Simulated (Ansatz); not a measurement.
`[CH3][Nb](=[NH])([NH2])[NH2]` and `[NH]=[Nb]([NH2])([NH2])[NH2]` differ in one atom or group.

Ansatz, PBE0-D4/def2-TZVP geometries, multiplicity 1. Each molecule was computed in one conformer, which needn't be the lowest.

Elements past krypton have def2 core potentials.

```csv
property,`[CH3][Nb](=[NH])([NH2])[NH2]`
LUMO energy (B3LYP/def2-TZVPP) / eV,-0.71
"ideal-gas entropy at 298 K and 1 bar (rigid rotor, harmonic PBE0-D4/def2-TZVP) / J/(mol·K)",383
LUMO energy (PBE/def2-TZVPP) / eV,-1.36
size of the dipole moment (ωB97M-V/def2-TZVPP) / D,2.05
HOMO energy (ωB97M-V/def2-TZVPP) / eV,-9.37
zero-point energy (PBE0-D4/def2-TZVP) / kJ/mol,258.7
```

Problem. What does the change do to each property? (Best estimate.)

Solution. The calculation gave: 
```csv
property,`[NH]=[Nb]([NH2])([NH2])[NH2]`,shift
LUMO energy (B3LYP/def2-TZVPP) / eV,-0.24,0.47
"ideal-gas entropy at 298 K and 1 bar (rigid rotor, harmonic PBE0-D4/def2-TZVP) / J/(mol·K)",371,-12
LUMO energy (PBE/def2-TZVPP) / eV,-0.86,0.50
size of the dipole moment (ωB97M-V/def2-TZVPP) / D,1.20,-0.85
HOMO energy (ωB97M-V/def2-TZVPP) / eV,-8.98,0.39
zero-point energy (PBE0-D4/def2-TZVP) / kJ/mol,232.3,-26.4
```

With PBE0 the HOMO rises by 0.32 eV and the LUMO rises by 0.47 eV, so the gap widens by about 0.15 eV. PBE moves the HOMO by 0.35 eV and ωB97M-V by 0.39 eV. The zero-point energy changes by -26.4 kJ/mol with -3 modes. Dipoles are sizes alone; their direction can turn.

Positive LUMOs are unbound, so they and the gaps depend on the basis.

B3LYP here is the variant with VWN-RPA as its local correlation; programs differ in this.
